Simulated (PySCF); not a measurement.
This PySCF input asks for the NMR shieldings of `CCBN(C)B(N)NC`, C$_{4}$H$_{15}$B$_{2}$N$_{3}$; the geometry comes from GFN2-xTB.

```python
import basis_set_exchange as bse
import numpy as np
from pyscf import gto, dft
from pyscf.prop import nmr

atoms = """
C    -3.796198   -0.726203    0.347269
C    -2.636022    0.244416    0.121000
B    -1.199434   -0.449691    0.042837
N    -0.029679    0.280900   -0.157437
C    -0.074897    1.733010   -0.263212
B     1.310022   -0.333749   -0.187383
N     1.463945   -1.637897   -0.686413
N     2.421629    0.416347    0.253773
C     3.815472    0.043741    0.240970
H    -3.662976   -1.270445    1.279559
H    -4.748846   -0.198474    0.394363
H    -3.849504   -1.451547   -0.461825
H    -2.839816    0.801552   -0.799907
H    -2.650125    0.986765    0.925445
H    -1.117344   -1.613853    0.176676
H     0.735898    2.093455   -0.897829
H    -1.018809    2.051154   -0.702041
H     0.014969    2.205224    0.720931
H     2.327156   -2.147833   -0.676047
H     0.673337   -2.189186   -0.960149
H     2.280586    1.359707    0.573538
H     4.336628    0.447637   -0.636832
H     3.912785   -1.040142    0.223598
H     4.319488    0.414877    1.136670
"""
names = dict.fromkeys(["C", "B", "N", "H"], "pcSseg-1")
basis = {el: gto.basis.parse(bse.get_basis(n, elements=[el], fmt="nwchem")) for el, n in names.items()}
mol = gto.M(atom=atoms, basis=basis, charge=0, verbose=0)
mf = dft.RKS(mol, xc="PBE0")
mf.grids.level = 2
mf.grids.alignment = dft.numint.BLKSIZE   # the property module wants whole blocks of grid points
mf.conv_tol = 1e-9
mf.kernel()

calc = nmr.RKS(mf)   # GIAO
C = mf.mo_coeff
Co = C[:, mf.mo_occ > 0]
resp = mf.gen_response(singlet=True, hermi=2)
def vind(x):   # induced exchange potential for any number of trial vectors
    d = np.einsum("pi,xij,qj->xpq", C, 2 * x.reshape(-1, C.shape[1], Co.shape[1]), Co, optimize=True)
    return np.einsum("xpq,pi,qj->xij", resp(d - d.transpose(0, 2, 1)), C, Co, optimize=True).ravel()
mo1, _ = nmr.rhf.solve_mo1(calc, with_cphf=vind)
sigma = calc.kernel(mo1)
for i, s in enumerate(sigma):   # ppm
    print("%2d %-2s %9.2f" % (i, mol.atom_pure_symbol(i), np.trace(s) / 3))
```

Q: Give the expected output.

A: 
```
 0 C     172.53
 1 C     171.54
 2 B      54.41
 3 N     123.79
 4 C     151.75
 5 B      77.20
 6 N     212.82
 7 N     208.01
 8 C     155.65
 9 H      30.53
10 H      30.50
11 H      30.57
12 H      30.86
13 H      30.96
14 H      26.40
15 H      29.12
16 H      28.58
17 H      28.95
18 H      29.69
19 H      29.20
20 H      30.03
21 H      28.65
22 H      29.08
23 H      28.87
```

These numbers come from an equivalent density-fitted implementation of the same equations, which agrees with the script to about 0.01 ppm for H and up to a few tenths of a ppm for heavy atoms, so last digits may differ.

Size and cost of the density-fitted run: 228 basis functions, 39 s wall time on 1 thread of an Arm Neoverse V2, shared host; peak memory 0.96 GiB.
